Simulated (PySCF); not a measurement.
Compound: C₃H₁₁PSi₂.
Atom-mapped SMILES: `[CH3:1][C@@H:2]1[SiH2:3][CH2:4][Si@H:5]1[PH2:6]` (hydrogens: H7, H8, H9 on C1; H10 on C2; H11, H12 on Si3; H13, H14 on C4; H15 on Si5; H16, H17 on P6)

The same species was optimised twice, with GFN2-xTB and with PBE0-D3(BJ)/def2-SVP (PySCF), and the same property calculations (PySCF, gas phase) were run on both structures.

| coordinate | GFN2-xTB | PBE0-D3(BJ)/def2-SVP | change |
| --- | --- | --- | --- |
| Si5–P6 (Å) | 2.245 | 2.268 | +0.023 |
| C2–Si5 (Å) | 1.929 | 1.910 | -0.019 |
| C4–Si5 (Å) | 1.920 | 1.901 | -0.019 |
| C2–Si3 (Å) | 1.926 | 1.910 | -0.016 |
| Si3–C4 (Å) | 1.917 | 1.904 | -0.013 |
| C1–C2 (Å) | 1.523 | 1.520 | -0.003 |
| C1–C2–Si3 (°) | 115.9 | 122.7 | +6.8 |
| C1–C2–Si5 (°) | 116.2 | 122.3 | +6.1 |
| Si3–C4–Si5 (°) | 92.0 | 86.7 | -5.3 |
| Si3–C2–Si5 (°) | 91.4 | 86.2 | -5.2 |
| C2–Si5–P6 (°) | 111.1 | 114.6 | +3.5 |
| C4–Si5–P6 (°) | 111.4 | 114.9 | +3.5 |
| C2–Si5–C4 (°) | 88.1 | 90.8 | +2.7 |
| C2–Si3–C4 (°) | 88.3 | 90.7 | +2.4 |

Rotational constants: A = 2704, B = 1201, C = 987.6 MHz (GFN2-xTB) against A = 2731, B = 1207, C = 922.0 MHz (PBE0-D3(BJ)/def2-SVP). Point groups within 0.08 Å: C1 and C1.

On the GFN2-xTB structure: lowest singlet, TDDFT (eV) 6.09 [CAM-B3LYP/def2-SVPD]; isotropic polarisability (au) 113.8 [CAM-B3LYP/def2-SVPD]; HOMO (eV) -8.56 [CAM-B3LYP/def2-SVPD]; LUMO (eV) 0.72 [CAM-B3LYP/def2-SVPD]; dipole (D) 0.72 [CAM-B3LYP/def2-SVPD].

What do these properties become on the PBE0-D3(BJ)/def2-SVP structure?

```
                                    property                level  on GFN2-xTB  on PBE0-D3(BJ)/def2-SVP  change
                  lowest singlet, TDDFT (eV)  CAM-B3LYP/def2-SVPD         6.09                     6.05   -0.04
               isotropic polarisability (au)  CAM-B3LYP/def2-SVPD        113.8                    116.7    +2.9
                                   HOMO (eV)  CAM-B3LYP/def2-SVPD        -8.56                    -8.47   +0.09
                                   LUMO (eV)  CAM-B3LYP/def2-SVPD         0.72                     0.79   +0.07
                                  dipole (D)  CAM-B3LYP/def2-SVPD         0.72                     0.29   -0.43
energy, GFN2-xTB geometry as zero (kcal/mol)  CAM-B3LYP/def2-SVPD          0.0                     -4.5    -4.5
```

The heavy atoms differ by 0.303 Å rms after alignment. Among bonds between heavy atoms Si5–P6 changes most (+0.023 Å). Changes are differences of the printed values. Neither structure is proved a minimum here.

Conformer computed: `[CH3:1][C@@H:2]1[SiH2:3][CH2:4][Si@H:5]1[PH2:6]`: H–P6–Si5–C4 -178°, H–P6–Si5–C4 -84°.
